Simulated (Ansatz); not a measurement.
**Relaxing a trial structure of C5H7NOSi**

The starting geometry of this gas-phase singlet was optimised with GFN2-xTB; its bonds are those of `NC1=C[SiH2]C=C1C=O`.

```csv
atom,x (Å),y (Å),z (Å)
C,0.0370,-0.1181,0.7672
C,0.7310,-0.6777,1.7905
C,1.0970,-1.7944,-0.5635
C,0.2365,-0.7581,-0.5536
C,-0.4742,-0.3300,-1.7518
N,-0.7607,0.9759,0.8467
O,-1.3369,0.5177,-1.8231
Si,1.7627,-2.0954,1.1863
H,-1.0194,1.3222,1.7532
H,-1.3432,1.1982,0.0536
H,0.6529,-0.2841,2.7900
H,1.3761,-3.4347,1.6382
H,3.2173,-1.9248,1.2056
H,1.3113,-2.3373,-1.4698
H,-0.1641,-0.8847,-2.6606
```

Problem. Where would you expect an optimisation with PBE-D3(BJ)/def2-SVP to take it?

Solution. It keeps its bonds, and is `NC1=C[SiH2]C=C1C=O`.

The energy falls by 0.18 eV over 12 steps:

```
step  E − E(last) (eV)
   1             0.177
   2             0.018
   3             0.010
   5             0.003
   6             0.002
   7             0.002
   8             0.000
  10             0.000
  11             0.000
  12             0.000
```

Final geometry (Å):

```
atom    x (Å)    y (Å)    z (Å)
   C   0.0158  -0.1272   0.8067
   C   0.7459  -0.6805   1.8415
   C   1.0915  -1.8188  -0.5854
   C   0.2158  -0.7700  -0.5439
   C  -0.4759  -0.3227  -1.7718
   N  -0.8524   0.9189   0.8643
   O  -1.2804   0.6016  -1.8533
  Si   1.7526  -2.0742   1.1744
   H  -1.0314   1.3922   1.7463
   H  -1.3224   1.2112   0.0012
   H   0.6764  -0.2899   2.8664
   H   1.4372  -3.4649   1.6701
   H   3.2552  -1.9328   1.2115
   H   1.2966  -2.3461  -1.5309
   H  -0.2012  -0.9223  -2.6883
```

No frequencies were run, so the end isn't proven a minimum. Run with Ansatz 0.2.0, 40 s on 2 threads of Arm Neoverse V2, on a shared host.
